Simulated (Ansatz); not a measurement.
Isolated molecules relaxed with PBE0-D4/def2-TZVP in Ansatz; ΔE leaves out vibrations. CBS: MP2 limit from def2 TZ/QZ plus the TZ coupled-cluster correction, frozen cores. DFT in def2-TZVPP. For Br, Ge outer-core shells are correlated without core-valence functions, which leaves a few kJ/mol of doubt a bond. Scalar relativity is left out up to krypton. Each species was taken in one conformer, which may not be the lowest.

Consider the ligand exchange at the Si–S bond: `Cl[SiH2][S][GeH2][Cl]` + HBr → `Cl[SiH2]Br` + `[SH][GeH2][Cl]`.

```tsv
species	PBE energy (Eh)
`Cl[SiH2][S][GeH2][Cl]`	-3686.66915
HBr	-2574.36854
`Cl[SiH2]Br`	-3324.43789
`[SH][GeH2][Cl]`	-2936.61069
```

Question: Work out ΔE.

Answer: ΔE = (-3324.43789) + (-2936.61069) − (-3686.66915) − (-2574.36854) = -0.01089 Eh = -6.8 kcal/mol. CCSD(T)/CBS gives -5.8 kcal/mol.

Largest T1 diagnostic among the species: 0.010.

In def2-TZVPP, CCSD(T) changes the Hartree–Fock value by +4.5 kcal/mol (the triples alone add +0.8 kcal/mol) and MP2 by +4.8 kcal/mol. The D4 term adds +3.1 kcal/mol with B3LYP and +1.8 kcal/mol with PBE0; it sums over pairs of atoms, weighted by their polarisabilities, and B3LYP, whose exchange is more repulsive, gets the larger term.

B3LYP here is the variant with VWN-RPA as its local correlation; programs differ in this.
